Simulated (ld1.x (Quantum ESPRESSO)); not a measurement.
Values are calculated unless marked as measured or tabulated.
## Pseudopotentials across the periodic table

Generated with ld1.x 7.5 (TM, RRKJ, ultrasoft, PAW), atompaw 4.2 or ONCVPSP 4.0.1. The cutoff is in Ry: for ld1.x and atompaw files where the sum of valence levels is converged to 10 mRy in a Bessel basis, for ONCV files where the hardest occupied wave has 1 mHa per electron of residual kinetic energy. The error is the largest all-electron minus pseudo excitation energy over each file’s own four to seven test configurations (ionisations up to +4, promotions, holes and added fractions of an electron), all of which were solved. The labels leave out finer settings (local radius, basis sizes, second energies), which also bear on the numbers. Spin-polarised tests are not counted. The rows are a selection from randomly drawn settings: files with unsolved tests, undetermined cutoffs or missed reference levels are left out.

A true bound ghost makes a file unfit for plane-wave use even where its test errors are small: the radial tests pick states by their node count and pass the ghost by.

| element | potential | cutoff (Ry) | largest error (meV) | bound ghosts |
| --- | --- | --- | --- | --- |
| B | PAW, PBE, scalar-relativistic, rc 1.35/3.40/3.90 (spd), local smoothed, core correction yes, reference 2s1 2p2 | 10 | -3.3 | none |
| N | ultrasoft, PW91, scalar-relativistic, rc 1.10/2.00/2.35 (spd), local smoothed, core correction no, reference 2s1.5 2p3.5 | 18 | +35 | none |
| F | ultrasoft, LDA (PZ), scalar-relativistic, rc 0.60/0.95/1.00 (spd), local smoothed, core correction yes, reference 2s2 2p5 | 100 | +17 | none |
| Al | TM, PBE, scalar-relativistic, rc 2.20/2.10/2.05 (spd), local smoothed, core correction yes, reference 3s2 3p1 | 10 | +4.8 | none |
| Cr | TM, PBE, scalar-relativistic, rc 2.45/3.95/2.05 (spd), local s, core correction yes, reference 3d5 4s1 4p0 | 60 | -2073 | none |
| Ga | TM semilocal, PBE, scalar-relativistic, rc 1.55/2.30/1.95 (spd), local d, core correction yes, reference 4s2 4p1 | 25 | -182 | none |
| Pd | RRKJ, PBEsol, scalar-relativistic, rc 1.50/1.25/2.15 (spd), local s, core correction no, reference 4s2 4p6 4d10 5s0 | 90 | +1232 | none |
| Tl | TM, PBEsol, scalar-relativistic, rc 2.20/2.75/2.50 (spd), local p, core correction yes, reference 6s2 6p1 | 18 | -415 | d |

Task: Fill in the row for As: RRKJ, PBE, scalar-relativistic, rc 1.40/2.00/1.85 (spd), local d, core correction yes, reference 4s2 4p3.

Result: cutoff 25 Ry, largest error -103 meV, bound ghosts: s, p.

Task: Fill in the row for Ba: TM, PBE, scalar-relativistic, rc 3.05/4.20/3.00 (spd), local s, core correction yes, reference 5d0 6s2 6p0.

Result: cutoff 8 Ry, largest error -42 meV, bound ghosts: none.
